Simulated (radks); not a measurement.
Task: All-electron atom: Pb3+ in [Xe] 4f14 5d10 6s1. Calculated with a radial shooting solver on a logarithmic mesh with Libxc functionals: scalar-relativistic Kohn-Sham, PBE, spin-polarised, spherical densities, finite nucleus; open shells are filled with parallel spins first (spin-orbit coupling, left out, can overturn this in heavy ions); Fermi nuclear charge, rms radius 5.5012 fm. Some entries of the table are withheld. Estimate them.

orbital,occ.,eigenvalue (Ry),<r^2> (bohr^2)
1s up,1,-6475.455,0.0003575
1s down,1,-6475.452,0.0003575
2s up,1,-1160.049,0.005422
2s down,1,-1160.048,0.005422
2p up,3,-995.7879,0.004618
2p down,3,-995.7869,0.004618
3s up,1,-280.0872,0.03487
3s down,1,-280.0859,0.03487
3p up,3,-232.9579,0.03612
3p down,3,-232.9566,0.03612
3d up,5,-184.7697,0.02993
3d down,5,-184.7686,0.02993
4s up,1,-65.04448,0.1666
4s down,1,-65.04245,0.1666
4p up,3,-49.59108,0.1909
4p down,3,-49.58874,0.1909
4d up,5,-31.66822,0.2143
4d down,5,-31.66547,0.2143
5s up,1,-12.69482,0.8167
5s down,1,-12.68981,0.8159
4f up,7,-11.88134,0.2466
4f down,7,-11.87829,0.2466
5p up,3,-8.41757,1.075
5p down,3,-8.40920,1.072
5d up,5,-3.64656,1.890
5d down,5,-3.61838,1.864
6s up,1,-2.78875,(1)
6s down,0,-2.71538,(2)
6p up,0,-1.94909,7.409
6p down,0,-1.87769,7.431
6d up,0,-1.09300,15.41

Result: 
(1) 6s up <r^2> (bohr^2): 4.893
(2) 6s down <r^2> (bohr^2): 4.896
